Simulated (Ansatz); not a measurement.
Consider the substitution at a C–S bond: `C[S][Mg][Cl]` + `N[SiH](O)Cl` → `CO[SiH](N)Cl` + `[SH][Mg][Cl]`.

Gas-phase electronic energies from Ansatz, PBE0-D4/def2-TZVP geometries. CBS: MP2 limit from def2 TZ/QZ plus the TZ coupled-cluster correction, frozen cores. Functionals use def2-TZVPP. B3LYP here is the variant with VWN-RPA as its local correlation; programs differ in this. HSE06 is defined as in plane-wave codes. For Mg outer-core shells are correlated without core-valence functions, which leaves a few kJ/mol of doubt a bond. One conformer a species, not always the lowest.

```
             level  ΔE (kcal/mol)  difference from CCSD(T)/CBS
       LDA (SPW92)            5.3                         -1.0
           BLYP-D4            5.0                         -1.3
           PBE0-D4            6.0                         -0.3
          PBE-QIDH            6.2                         -0.1
              BLYP            5.4                         -0.9
              PBE0            6.3                          0.0
             B3LYP            5.2                         -1.1
           r2SCAN0            5.8                         -0.5
             HSE06            6.3                          0.0
         CAM-B3LYP            4.3                         -2.0
           LC-ωPBE            5.6                         -0.7
RPA@PBE/def2-TZVPP            4.2                         -2.1
  CCSD(T)/def2-SVP            1.2                         -5.1
     HF/def2-TZVPP            3.3                         -3.0
    MP2/def2-TZVPP            6.6                          0.3
     MP2/CBS(def2)            7.7                          1.4
       CCSD(T)/CBS            6.3                            0
```

(1) What do rigid-rotor, harmonic-oscillator terms from PBE0-D4/def2-TZVP frequencies (298.15 K, 1 bar) make of the CCSD(T)/CBS value? (An estimate is asked.)

Largest T1 diagnostic among the species: 0.010.

Answers

(1) Computed: ΔZPE = -1.4 kcal/mol, ΔH = +5.1 kcal/mol, ΔS = 1 J/(mol·K), ΔG = +5.0 kcal/mol.

From BLYP to BHLYP (50 % exact exchange), in def2-TZVPP and without D4, ΔE moves by −0.9 kcal/mol. Leaving LDA and LC-ωPBE aside and taking each functional with its dispersion term where it has one, the values, not all of them listed here, spread over 2.3 kcal/mol, from CAM-B3LYP-D4 to revPBE-D4. LDA lies −1.2 kcal/mol from PBE without D4. In def2-TZVPP, CCSD(T) changes the Hartree–Fock value by +1.9 kcal/mol (the triples alone add +0.3 kcal/mol) and MP2 by +3.3 kcal/mol.
